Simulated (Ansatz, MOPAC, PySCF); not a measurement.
Isomers of C3H9B: 1 is CB(C)C, 2 is CBCC; one conformer of each (the lowest of an xTB search), B3LYP-D3(BJ)/def2-TZVP minima.
Isomer 1 (charge 0, multiplicity 1):
```xyz
13

C     -0.979    -1.229     0.104
B     -0.003    -0.004    -0.008
C      1.551    -0.230     0.028
C     -0.576     1.453    -0.143
H     -1.785    -1.181    -0.634
H     -0.502    -2.209     0.046
H     -1.482    -1.168     1.079
H      1.847    -0.986     0.762
H      2.147     0.672     0.183
H      1.842    -0.646    -0.946
H     -1.654     1.518    -0.297
H     -0.333     2.009     0.772
H     -0.073     2.002    -0.947
```
Isomer 2 (charge 0, multiplicity 1, Z-matrix in Å and degrees):
```
C
H 1 1.0998
H 1 1.1008 2 102.56
C 1 1.5299 2 110.48 3 -117.65
H 4 1.0919 1 111.91 2 55.58
H 4 1.0921 5 107.44 1 -122.52
H 4 1.0922 5 107.47 6 -114.99
B 1 1.5634 2 106.99 3 111.66
H 8 1.2001 1 116.82 2 -52.65
C 8 1.5601 9 117.96 1 -178.02
H 10 1.0908 8 115.64 9 -166.13
H 10 1.0929 11 109.52 8 -128.84
H 10 1.1011 11 106.96 12 -113.17
```

No zero-point or thermal terms.

Rows in 6-31G* carry no dispersion term and start afresh at each structure (6-31G* with six Cartesian d functions). MP2/6-31G* freezes PySCF's default core. The state that PM3 reach isn't checked.

Programs: Ansatz (a program for electronic structure) with Gaussian orbitals; MOPAC for PM3 (differences of heats of formation); PySCF for 6-31G* rows, the dispersion terms. Each number belongs to the level named beside it.

**Question.** One of these levels gives 70.4 kJ/mol for the electronic energy of isomer 2 less that of isomer 1. Which?
(A) PBE-D4/def2-TZVPP
(B) PM3
(C) MP2/6-31G*

**Answer.** B, PM3. The others give 60.2 (PBE-D4/def2-TZVPP), 53.1 (MP2/6-31G*)
